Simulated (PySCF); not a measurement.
Correlation energy of Ru³⁺ (ruthenium, charge +3)

[Kr] 4d5, high-spin 6S determinant. Computed with PySCF 2.14 in aug-cc-pwCVDZ-PP with ECP28MDF (6s6p5d3f, 70 functions), with scalar relativity through the core potential. Frozen: 4s2 4p6; 5 electrons correlated.

```tsv
level	correlation energy (mhartree)
CCSD	-66.63
(T)	-0.31
CCSD(T)	-66.94
```

Diagnostics: T1 = 0.00073, D1 = 0.0010, largest double amplitude 0.020.

Cost of the coupled-cluster step: roughly 3 core-seconds, for 5 correlated electrons.

Iterations:

```
CC2 = 0
CCSD nocc = (np.int64(5), np.int64(0)), nmo = (66, 66)
frozen orbitals [[0, 1, 2, 3], [0, 1, 2, 3]]
max_cycle = 100
direct = 0
conv_tol = 1e-08
conv_tol_normt = 1e-06
diis_space = 8
diis_start_cycle = 0
Init t2, MP2 energy = -0.0595217510910252
Init E_corr(UCCSD) = -0.0595217510932294
cycle = 1  E_corr(UCCSD) = -0.0658433849164  dE = -0.00632163382  norm(t1,t2) = 0.0131481
cycle = 2  E_corr(UCCSD) = -0.066534772975754  dE = -0.000691388059  norm(t1,t2) = 0.00169491
cycle = 3  E_corr(UCCSD) = -0.066631771017159  dE = -9.69980414e-05  norm(t1,t2) = 0.000323622
cycle = 4  E_corr(UCCSD) = -0.0666290252478355  dE = 2.74576932e-06  norm(t1,t2) = 4.90595e-05
cycle = 5  E_corr(UCCSD) = -0.066629019077883  dE = 6.16995251e-09  norm(t1,t2) = 2.40343e-06
cycle = 6  E_corr(UCCSD) = -0.0666290186826423  dE = 3.95240715e-10  norm(t1,t2) = 1.64168e-07
UCCSD converged
E(UCCSD) = -92.13133202076517  E_corr = -0.06662901868264226
UCCSD(T) correction = -0.000305195525751986
```
